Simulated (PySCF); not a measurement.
## Electron correlation in Te(3+) (tellurium, charge +3)

[Kr] 4d10 5s2 5p1, 2P determinant. Computed with PySCF 2.14 in aug-cc-pwCVTZ-DK3 with one added diffuse shell each of s, p, d, f type (11s10p8d5f1g, 125 functions), with scalar relativity by spin-free X2C-1e. Frozen: [Kr] 4d10; 3 electrons correlated.

MP2 pair energies summed by pair of shells (mhartree):

```csv
pair,energy,share (%)
5s-5s,-20.43,55.1
5s-5p,-16.67,44.9
```

Total MP2 correlation energy: -37.09 mhartree.

Same-spin part -2.38 and opposite-spin part -34.72 mhartree; SCS-MP2 scales them by 1/3 and 6/5 to -42.45 mhartree.
